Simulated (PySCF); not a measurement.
# IrS(OH)₂, sextet: data card

All numbers come from PySCF, UPBE0, basis Ir def2-SVP with ECP60, S def2-SVP, O def2-SVP, H def2-SVP (scalar-relativistic core potentials, no spin–orbit coupling, density fitting).

The structure is a minimum.

* Point group: C2
* Bond lengths: Ir–O 1.889 Å (×2), Ir–S 2.414 Å, O–H 0.966 Å (×2)
* Bond angles: H–O–Ir 124.1° (×2), O–Ir–O 175.2°, O–Ir–S 92.4° (×2)
* Spin squared ⟨S²⟩: 8.766
* Principal polarisabilities: 41.4, 70.3, 90.8 bohr³
* Dipole moment: 0.83 D
* Lowest empty level (β): -4.55 eV
* Atomisation energy without zero-point energy: 1687 kJ/mol
* Rotational constants: 0.1329, 0.1018, 0.05795 cm⁻¹
* Heat capacity Cp at 298.15 K: 94.5 J/(mol K)
* Rotational symmetry number: 2
* Principal quadrupole moments (Buckingham, traceless) about the centre of mass: -7.18, -5.68, 12.86 D Å
* Zero-point energy: 68.9 kJ/mol
* Enthalpy at 298.15 K above 0 K: 20.52 kJ/mol
* Highest occupied level (α): -5.80 eV
* Entropy at 298.15 K and 1 bar (electronic part: spin only): 368.7 J/(mol K)

Harmonic modes (masses in u: Ir 192.963, S 31.972, O 15.995, H 1.008):
```csv
symmetry,ω (cm⁻¹),IR (km/mol)
b,72,29.4
b,117,44.4
a,164,6.2
b,173,17.5
a,285,0.3
a,381,57.0
b,592,391
a,604,30.1
b,689,89.9
a,696,2.0
b,3875,372
a,3877,5.7
```

In C2 the vibrations span 6b + 6a.

Charges (e):
```json
{"atom": "Ir1", "Mulliken": "0.54", "Löwdin": "-0.09", "polar tensor": "0.70", "spin (Mulliken)": "2.51", "Mayer order to Ir1": "–"}
{"atom": "S2", "Mulliken": "-0.11", "Löwdin": "0.17", "polar tensor": "-0.09", "spin (Mulliken)": "1.77", "Mayer order to Ir1": "1.09"}
{"atom": "O3,4", "Mulliken": "-0.44", "Löwdin": "-0.14", "polar tensor": "-0.64", "spin (Mulliken)": "0.35", "Mayer order to Ir1": "1.07"}
{"atom": "H5,6", "Mulliken": "0.22", "Löwdin": "0.10", "polar tensor": "0.34", "spin (Mulliken)": "0.01", "Mayer order to Ir1": "0.03"}
```
Other Mayer orders above 0.3: O–H 0.93 (×2).

Mulliken populations on Ir1 (electrons outside its core potential): s 2.92, p 6.34, d 7.15, f 0.05.

Outer orbital energies (eV). α occupied: -10.24, -10.14, -9.19, -8.46, -8.10, -7.97, -7.87, -5.80; empty: 0.39, 0.67, 1.62, 1.96. β occupied: -13.72, -11.01, -10.26, -9.43, -9.33, -9.12, -7.68, -7.44; empty: -4.55, -4.00, -3.28, -3.12.

Only a few start shapes were tried, so a lower isomer may exist. Open d and f shells are described by one determinant, and the ground state may have another occupation or spin. At this level a doublet minimum of C2 symmetry lies 253 kJ/mol below this structure. No spin–orbit coupling is included, which matters more the heavier the element.

The final relaxation and frequency run took roughly 4 core-minutes on a shared host.
